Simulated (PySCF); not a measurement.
# How the method changes the shape and vibrations of ClFH3Si2

These are calculations, not measurements. They come from PySCF 2.14.0, an open-source quantum chemistry program, on an isolated molecule that a program drew, which may never have been made. The molecule is ClFH3Si2 (charge 0, doublet), drawn as the SMILES string `F[SiH]([SiH2])Cl`.

The geometry was optimised and harmonic frequencies were computed with HF and MP2, all in the cc-pV(D+d)Z basis, for the commonest isotopes, with a restricted reference for singlets and an unrestricted one otherwise, and a frozen core in MP2. Each result is a local minimum of its method.

Geometry at the HF minimum:
```xyz
7
ClFH3Si2, angstrom
F    -0.8862   -1.5487   -0.5901
Si   -0.2626   -1.3158   -2.0576
Si   -0.6506    0.9096   -2.6748
Cl   -1.2522   -2.5641   -3.3651
H     1.1340   -1.7650   -1.9989
H     0.0419    1.8723   -1.7875
H    -0.3051    1.1569   -4.0925
```

Lengths of the bonds as drawn, in Å (atoms numbered as above):
```
bond,HF,MP2
F1-Si2,1.611,1.631
Si2-Si3,2.342,2.332
Si2-Cl4,2.061,2.056
Si2-H5,1.468,1.474
Si3-H6,1.481,1.483
Si3-H7,1.480,1.482
```

Rotational constants, in GHz:
```
constant,HF,MP2
A,4.344,4.226
B,2.215,2.258
C,1.587,1.592
```

Harmonic frequencies in cm^-1, each column in rising order, so a row needn't be the same motion in every method:
```
rank    HF   MP2
   1   111   110
   2   139   135
   3   209     ?
   4   268   256
   5   438   433
   6   549   514
   7   587   522
   8   599   583
   9   843   800
  10   874   836
  11   915   886
  12   990   942
  13  2307  2271
  14  2323  2297
  15  2369  2311
```

**Estimate the missing MP2 frequency from the HF column.**

A single factor s that minimises the squared misfit of MP2 against s times HF over the other rows is sum(HF x MP2) / sum(HF^2) = 0.9762, with an rms misfit of 20 cm^-1. For rank 3 it gives 0.9762 x 209 = 204 cm^-1. The calculation gives 198 cm^-1, 6 cm^-1 below the estimate. The drawn bonds are on average 0.2 % longer in MP2 than in HF.
